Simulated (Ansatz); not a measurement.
Match the barriers

Saddle point of SiH₆ClOF, singlet (SiH₃F ([F][SiH3]) + HCl + H₂O → SiH₂ClF ([F][SiH2][Cl]) + H₂O + H₂; bonds formed: Si1–Cl5, H2–H8, O9–H10; bonds broken: Si1–H2, Cl5–H10, H8–O9), PBE0-D4/def2-TZVP structure:

Si1  (-0.814, 0.521, -0.800)
H2  (0.386, -0.589, -0.925)
H3  (-1.474, -0.316, -1.857)
H4  (-1.209, 1.878, -1.245)
Cl5  (0.876, 1.683, 0.350)
H6  (0.496, -1.274, 1.671)
F7  (-1.533, 0.031, 0.557)
H8  (0.740, -0.910, -0.003)
O9  (1.217, -1.015, 1.079)
H10  (1.316, -0.008, 1.173)
(Å)

Ansatz 0.2.0; basis: def2-TZVPP, with def2-QZVPP for the basis limit; cores frozen in the correlated methods. B3LYP uses VWN-RPA correlation. Extrapolation: Hartree–Fock as exp(−7.88 √X), correlation as X^−2.97. Four methods, as single points on the PBE0-D4 structures, gave these electronic barriers from the start structure: 17.77, 35.89, 37.50, 55.22 kcal/mol.

Task: The methods were, in alphabetical order, B3LYP-D4, HF, MP2, SPW92. Which gave which? (A judgement: the text doesn't fix the answer.)

Result: Computed: SPW92 17.77; B3LYP-D4 35.89; MP2 37.50; HF 55.22 kcal/mol. For comparison, CCSD(T) at an estimated basis limit (MP2 extrapolated from triple and quadruple zeta, plus CCSD(T) − MP2 in triple zeta) gives 37.86 kcal/mol.

T1 diagnostic: at most 0.011.

Labels in which every atom is bracketed show which atoms are joined, not bond orders.

For scale, one of the runs: CCSD(T)/def2-TZVPP, 230 basis functions, launched by `ansatz run in.yaml --threads 4 --pin off --events-out ev --progress --plain --max-ram 9574MiB`. The run took 100 s on 4 CPU threads of an Arm Neoverse V1 (shared host), with 3.9 GiB of host memory at its peak.
